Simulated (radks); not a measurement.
The numbers below are computed, except where a source is named.
Task: Coherent X-ray form factor from a spherical all-electron density. Code: a radial shooting solver on a logarithmic mesh with Libxc functionals. Model: scalar-relativistic Kohn-Sham, PBE, spin-unpolarised, spherical densities, finite nucleus; Fermi nuclear charge, rms radius of each element as measured or else 0.836 A^(1/3) + 0.57 fm.

| sin(theta)/lambda (1/angstrom) | f0 (electrons) |
|---|---|
| 0.05 | 24.545 |
| 0.1 | 23.349 |
| 0.15 | 21.756 |
| 0.2 | 20.040 |
| 0.25 | 18.344 |
| 0.3 | 16.726 |
| 0.4 | 13.838 |
| 0.5 | 11.516 |
| 0.6 | 9.776 |
| 0.8 | 7.659 |
| 1 | 6.544 |
| 1.25 | 5.587 |
| 1.5 | 4.715 |
| 2 | 3.190 |

The species is in the configuration that NIST lists as its ground one. Which atom or ion scatters so?

Result: The iron ion Fe+, [Ar] 3d6 4s1. Extrapolating in s^2 from the first two rows gives f0(0) = 24.9, near the electron count 25; among species with that count, the fall with angle is slower the higher Z, and the table is that of Z = 26; from so few rows the species is fixed only to a neighbour or two.
